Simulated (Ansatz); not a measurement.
`N[Si@H](Cl)[Si@@H](N)Cl`, charge 0, multiplicity 1.

(1) Give a relaxed structure at PBE0-D4/def2-TZVP (Ansatz 0.2.0). (An estimate is asked.)

Results:

(1) Ansatz gave: 
```xyz
12

N    -0.700    1.793   -0.573
Si   -0.847    0.146   -0.991
Cl   -0.515   -0.302   -2.992
Si    0.791   -0.967    0.244
N     0.320   -1.045    1.879
Cl    2.510    0.168   -0.111
H     0.218    2.214   -0.567
H    -1.408    2.460   -0.837
H    -2.246   -0.263   -0.721
H     1.129   -2.339   -0.198
H    -0.069   -0.235    2.334
H     0.817   -1.631    2.532
```
This is one stationary point; other conformers may exist.
